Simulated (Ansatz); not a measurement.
One change: `S[Si](Cl)(Cl)Cl` becomes `Cl[Si](Cl)(Cl)[GeH3]`.

Ansatz, PBE0-D4/def2-TZVP geometries, multiplicity 1. Each molecule was computed in one conformer, which needn't be the lowest.

Scalar relativity is left out up to krypton.

| property | `S[Si](Cl)(Cl)Cl` |
| --- | --- |
| LUMO energy (PBE0/def2-TZVPP) / eV | -0.58 |
| size of the dipole moment (B3LYP/def2-TZVPP) / D | 1.07 |
| size of the dipole moment (PBE/def2-TZVPP) / D | 1.04 |
| HOMO–LUMO gap (B3LYP/def2-TZVPP) / eV | 7.10 |
| HOMO energy (B3LYP/def2-TZVPP) / eV | -7.92 |
| HOMO–LUMO gap (PBE0/def2-TZVPP) / eV | 7.62 |

Problem. What does the change do to each property? (Estimate.)

Solution. The calculation gave: 
| property | `Cl[Si](Cl)(Cl)[GeH3]` | shift |
| --- | --- | --- |
| LUMO energy (PBE0/def2-TZVPP) / eV | -0.35 | 0.23 |
| size of the dipole moment (B3LYP/def2-TZVPP) / D | 1.47 | 0.40 |
| size of the dipole moment (PBE/def2-TZVPP) / D | 1.40 | 0.36 |
| HOMO–LUMO gap (B3LYP/def2-TZVPP) / eV | 7.65 | 0.55 |
| HOMO energy (B3LYP/def2-TZVPP) / eV | -8.28 | -0.36 |
| HOMO–LUMO gap (PBE0/def2-TZVPP) / eV | 8.14 | 0.52 |

With PBE0 the HOMO falls by 0.29 eV and the LUMO rises by 0.23 eV, so the gap widens by about 0.52 eV. PBE moves the HOMO by -0.40 eV and ωB97M-V by -0.10 eV. The zero-point energy changes by 36.2 kJ/mol with +6 modes. Dipoles are sizes alone; their direction can turn.

B3LYP here is the variant with VWN-RPA as its local correlation; programs differ in this.
